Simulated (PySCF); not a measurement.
Compound: C6H6F2O2.
Z-matrix (Å and degrees, GFN2-xTB geometry), rows numbered from 1:
```
O 
C   1  1.2058
C   2  1.4617  1  128.50
C   3  1.3339  2  110.71  1  -175.80
C   4  1.4905  3  113.20  2     0.47
C   5  1.5313  4  104.27  3    -4.92
O   6  1.4268  2  112.77  1    54.27
C   7  1.3543  6  115.42  2   -73.22
F   8  1.3377  7  107.73  6   173.21
F   8  1.3651  7  110.72  6   -71.14
H   3  1.0747  2  121.99  1     3.01
H   4  1.0770  3  125.82  2   179.89
H   5  1.0920  4  110.75  3   112.27
H   5  1.0901  4  112.07  3  -127.37
H   6  1.0990  2  108.76  1   -67.36
H   8  1.1030  7  115.48  6    50.92
```

Vertical excitations from PySCF (density fitting, frozen core in the response, grid level 2 and gas phase unless stated; continuum runs use non-equilibrium linear response for the excitations) on a GFN2-xTB geometry. Reference run:

| settings | S1, eV (f) | S2, eV (f) | S3, eV (f) | S4, eV (f) | S5, eV (f) | S6, eV (f) | T1, eV (Tamm–Dancoff) | mean α (au) |
| --- | --- | --- | --- | --- | --- | --- | --- | --- |
| PBE/pcSseg-0, grid level 4, damping 0.2 at the start, DIIS from the seventh cycle, TDA, 6 singlets | 2.95 (0.000) | 4.69 (0.001) | 5.03 (0.002) | 5.62 (0.002) | 5.70 (0.002) | 5.96 (0.034) | 2.55 | 61.0 |

What do these settings give: BLYP/def2-SVPD, fitting basis def2-qzvpp-jkfit, level shift 0.3 Eh, full TDDFT, 3 singlets?

```tsv
settings	S1, eV (f)	S2, eV (f)	S3, eV (f)	S4, eV (f)	S5, eV (f)	S6, eV (f)	T1, eV (Tamm–Dancoff)	mean α (au)
BLYP/def2-SVPD, fitting basis def2-qzvpp-jkfit, level shift 0.3 Eh, full TDDFT, 3 singlets	3.05 (0.000)	4.91 (0.003)	5.43 (0.005)	–	–	–	2.70	80.0
```

S1 moves by +0.10 eV; functional, basis and response scheme change together, so the shift can't be laid on one. States are counted by energy in each run and needn't keep their character from row to row.

Give the leading configurations of S1 (H = HOMO, L = LUMO) and the HOMO–LUMO gap of each run.

```csv
settings,S1 configurations (weight),S1 (eV),orbital gap (eV),S1 − gap (eV)
"PBE/pcSseg-0, grid level 4, damping 0.2 at the start, DIIS from the seventh cycle, TDA, 6 singlets",H→L 1.00,2.95,2.77,+0.18
"BLYP/def2-SVPD, fitting basis def2-qzvpp-jkfit, level shift 0.3 Eh, full TDDFT, 3 singlets",H→L 1.00,3.05,2.92,+0.13
```

One conformer stands for the species.
